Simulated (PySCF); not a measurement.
# UHF on F²⁺ (fluorine, charge +2)

Configuration: [He] 2s2 2p3, high-spin 4S determinant. Computed with PySCF 2.14 in aug-cc-pVDZ (4s3p2d, 23 functions), with the non-relativistic Hamiltonian (point nucleus).

| Property | Result |
| --- | --- |
| Total energy | -97.575981 hartree |
| One-electron energy | -126.0857 hartree |
| Hartree (Coulomb) energy | 37.7044 hartree |
| Exchange energy | -9.1946 hartree |
| Kinetic energy | 97.34919 hartree |
| ⟨S²⟩ | 3.7538 |
| ⟨L²⟩ | 0.000 |
| Sum of ⟨r⟩ | 4.851 bohr |
| Sum of ⟨r²⟩ | 5.072 bohr² |
| Density at the nucleus (Gaussians lack the cusp) | 432 bohr⁻³ |
| Spin density at the nucleus | 0.621 bohr⁻³ |
| Langevin diamagnetic susceptibility | -4.02 ×10⁻⁶ cm³/mol |
| Time after the integrals | 0.04 s of wall time on 1 thread of Neoverse-V1 (shared host) |

```csv
shell,electrons,mean orbital energy (eV),"rms radius, mean of both spins (bohr)"
1s α,1,-767.03,0.204
1s β,1,-762.10,0.204
2s α,1,-88.125,1.02
2s β,1,-70.799,1.02
2p α,3,-63.777,0.987
```
